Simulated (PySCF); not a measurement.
## C₆ coefficients of unlike pairs at MN15

Calculated with PySCF 2.14 from the dipole response of each species, C₆(A,B) = (3/π) ∫ α_A(iu) α_B(iu) du, in atomic units, from isotropic polarisabilities. For ions this is the dispersion term alone; charge-induced terms of lower order in 1/R come first.

```json
{"species": "Os³⁺", "configuration": "[Xe] 4f14 5d5 (6S)", "basis": "aug-cc-pVQZ-PP with ECP60MDF (7s7p6d4f3g2h)", "relativity": "core potential", "α (bohr³)": "7.234", "C₆ (like pair)": "38.99"}
{"species": "Xe⁺", "configuration": "[Kr] 4d10 5s2 5p5 (2P)", "basis": "aug-cc-pVQZ-DK3 (9s8p6d3f2g)", "relativity": "spin-free X2C", "α (bohr³)": "17.69", "C₆ (like pair)": "148.1"}
{"species": "Mo", "configuration": "[Kr] 4d5 5s1 (7S)", "basis": "aug-cc-pVTZ-PP with ECP28MDF (6s6p5d3f2g)", "relativity": "core potential", "α (bohr³)": "79.41", "C₆ (like pair)": "852.2"}
```

**Question.** Estimate C₆ for Xe⁺ with Os³⁺.

**Answer.** The integral gives 73.85. The combination rule 2 C_A C_B / (C_A α_B/α_A + C_B α_A/α_B) gives 74.07 and the geometric mean 75.99.

No spin-orbit coupling is included.

The other pairs:

```csv
pair,C₆
"Mo, Xe⁺",315.8
"Mo, Os³⁺",145.4
```
